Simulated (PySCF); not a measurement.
Cartesian coordinates in Å; atom numbers follow the order of the lines, from 1:
```xyz
18

C    -1.676   -0.362   -1.599
C    -1.635    0.484   -0.577
C    -0.582    0.545    0.429
C    -0.557    1.524    1.335
C     0.469   -0.501    0.421
C     0.202   -1.779    0.641
C     1.870   -0.017    0.120
C     1.944    0.381   -1.265
N     1.981    0.682   -2.366
H    -0.908   -1.099   -1.767
H    -2.482   -0.340   -2.313
H    -2.416    1.223   -0.456
H     0.205    1.586    2.093
H    -1.315    2.289    1.358
H     0.969   -2.535    0.635
H    -0.800   -2.114    0.849
H     2.120    0.849    0.739
H     2.602   -0.810    0.297
```

Geometry: GFN2-xTB; GIAO shifts from PySCF 2.14, gas phase, non-relativistic, averaged over equivalent atoms.

At BLYP/3-21G (99 basis functions, roughly 60 core-seconds):
| atoms | δ (ppm) |
| --- | --- |
| C3 | 131.4 |
| C5 | 123.0 |
| C2 | 122.0 |
| C1 | 106.2 |
| C6 | 105.9 |
| C4 | 103.2 |
| C8 | 98.5 |
| C7 | 29.6 |
| N9 | 239.7 |
| H12 | 6.52 |
| H10 | 6.10 |
| H15 | 5.74 |
| H11 | 5.66 |
| H16 | 5.42 |
| H14 | 5.41 |
| H13 | 5.27 |
| H17/H18 | 3.36 |

δ = σ(ref) − σ, references computed at the same level: TMS for ¹³C (σref 201.81), ¹H (σref 33.27); ¹⁵N (σref 261.73) against NH3.

Predict the values at PBE/def2-SVP on the same geometry.

Answers


```tsv
atoms	δ at PBE/def2-SVP	change
C3	146.9	+15.5
C5	136.5	+13.5
C2	135.9	+13.9
C1	116.8	+10.6
C6	115.7	+9.8
C4	112.8	+9.6
C8	105.8	+7.3
C7	28.0	-1.6
N9	271.8	+32.1
H12	6.60	+0.08
H10	5.93	-0.17
H15	5.40	-0.34
H11	5.45	-0.21
H16	5.02	-0.40
H14	5.19	-0.22
H13	4.98	-0.29
H17/H18	2.99	-0.37
```

δ = σ(ref) − σ, references computed at the same level: TMS for ¹³C (σref 192.15), ¹H (σref 31.68); ¹⁵N (σref 270.32) against NH3.

The largest change is at N9 (nitrile nitrogen). Cost: 171 basis functions, about 2.4 core-minutes. The order of the carbon signals is the same at both levels.

Experimental scales use liquid or dissolved standards, which lie at an offset from isolated NH3 (liquid NH3: subtract about 20 ppm). Unscaled 15N shifts of sp2 nitrogen come out 20 to 40 ppm too high even then.
